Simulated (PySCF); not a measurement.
# Working out the excitation energy of Ba

Ba [Xe] 6s2 (1S) → Ba [Xe] 6s1 6p1 (3P). Calculation: PySCF 2.14, in def2-QZVPPD with the def2 core potential (46 electrons) (7s5p3d2f1g, 60 functions); scalar relativity through the core potential. Frozen: 5s2 5p6. Energies in hartree (1 hartree = 27.21139 eV):

```
            part  Ba (lower)  Ba (upper)
             UHF  -25.095222  -25.066127
CCSD correlation   -0.023829   -0.003477
             (T)    0.000000    0.000000
```

Q: What does Hartree-Fock give?

A: (-25.066127) − (-25.095222) = 0.029095 hartree = 0.792 eV.

Q: What do CCSD and CCSD(T) give?

A: The CCSD correlation energies differ by 0.020352 hartree = 0.554 eV and the triples by 0.000000 hartree = 0.000 eV, so CCSD gives 1.346 eV and CCSD(T) 1.346 eV.

Measured between the centres of the two terms (NIST): 1.622 eV, so CCSD(T) (valence) is off by -0.276 eV.

What remains against the reference includes basis incompleteness, the frozen core and higher excitations.
